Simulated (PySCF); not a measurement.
Pb(H)(SH) (H2PbS), SMILES [PbH][SH] (connectivity only; charge and spin as stated), neutral, multiplicity 1.

The structure is a stationary point at PBE0-D3(BJ)/def2-TZVP. The def2 effective core potentials stand for the cores of Pb; spin–orbit coupling is left out.

Vertical ionisation energy (IE) and electron affinity (EA) in eV. Rows of orbital energies are one-electron estimates. Where ΔSCF, EOM or ADC give a negative EA the extra electron is unbound and the value depends on the basis.

| level | IE | EA |
|---|---|---|
| −ε(HOMO), −ε(LUMO), PBE/def2-TZVPD (PySCF) | ? | ? |
| −ε(HOMO), −ε(LUMO), PBE0/def2-TZVPD (PySCF) | 6.98 | 2.64 |

Task: Some entries are withheld; supply them. (Estimate from the structure and the level; the computed values follow.)

Result: 
- −ε(HOMO), −ε(LUMO), PBE/def2-TZVPD (PySCF), IE: 5.98
- −ε(HOMO), −ε(LUMO), PBE/def2-TZVPD (PySCF), EA: 3.32
